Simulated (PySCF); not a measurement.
**r2SCAN on P²⁺ (phosphorus, charge +2)**

Configuration: [Ne] 3s2 3p1, 2P determinant. All numbers are calculated (PySCF 2.14, the non-relativistic Hamiltonian (point nucleus), in dyall-acv3z (19s12p6d4f, 113 functions)).

* Total energy: -340.1256 hartree
* One-electron energy: -459.1979 hartree
* Hartree (Coulomb) energy: 141.5693 hartree
* Exchange-correlation energy: -22.4969 hartree
* Kinetic energy: 339.70329 hartree
* ⟨S²⟩: 0.7586
* ⟨L²⟩: 2.027
* Sum of ⟨r⟩: 9.627 bohr
* Sum of ⟨r²⟩: 13.95 bohr²
* Traceless quadrupole moment −½Σ⟨3z² − r²⟩ along its main axis: -1.73 e·bohr²
* Density at the nucleus (Gaussians lack the cusp): 2180 bohr⁻³
* Spin density at the nucleus: 0.0228 bohr⁻³
* Langevin diamagnetic susceptibility: -11.0 ×10⁻⁶ cm³/mol

```csv
shell,electrons,mean orbital energy (hartree),spread (hartree),"rms radius, mean of both spins (bohr)"
1s α,1,-77.70055,0,0.121
1s β,1,-77.69306,0,0.121
2s α,1,-7.38777,0,0.566
2s β,1,-7.38334,0,0.566
2p α,3,-5.53453,0.00758,0.542
2p β,3,-5.52556,0.02350,0.542
3s α,1,-1.27103,0,1.88
3s β,1,-1.22242,0,1.88
3p α,1,-0.93385,0,2.11
```
